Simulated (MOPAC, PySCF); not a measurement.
[Cd(NH2)(Cl)], neutral singlet in the gas phase. 

Cartesian coordinates (Å):
```xyz
5

Cd    -0.0376    -0.0078     0.0420
N      1.1622    -0.9975     1.3440
H      0.5795    -1.4228     2.0820
H      1.7539    -0.3141     1.8422
Cl    -1.3039     0.9689    -1.6104
```
Charge 0, spin multiplicity 1.

All levels are single points at this geometry (PBE-D3(BJ)/def2-SVP); Pople sets use spherical d functions. Orbital energies aren't observables, and empty levels follow the basis.

| level | HOMO (eV) | LUMO (eV) | gap (eV) | dipole (D) | vertical IE, Delta-SCF (eV) |
|---|---|---|---|---|---|
| B3LYP-D3(BJ)/def2-TZVP in PySCF | -7.29 | -1.82 | 5.47 | 2.74 | – |
| TPSSh-D3(BJ)/def2-TZVP in PySCF | -6.76 | -1.84 | 4.92 | 2.77 | – |
| B3LYP/LANL2DZ in PySCF | -6.84 | -1.86 | 4.98 | 3.33 | – |
| BP86/6-31G* (LANL2DZ on Cd) in PySCF | -5.90 | -2.35 | 3.55 | 3.23 | – |
| M06-2X/6-31G* (LANL2DZ on Cd) in PySCF | -8.44 | -0.67 | 7.77 | 3.20 | – |
| SVWN5/6-31G* (LANL2DZ on Cd) in PySCF | -5.96 | -2.49 | 3.47 | 3.27 | – |
| HF/6-31G* (LANL2DZ on Cd) in PySCF | -10.52 | 1.52 | 12.04 | 3.15 | 8.11 |
| PM3 in MOPAC | -9.11 | -0.31 | 8.80 | 3.67 | – |
| PM6 in MOPAC | -8.90 | -0.94 | 7.97 | 2.97 | – |
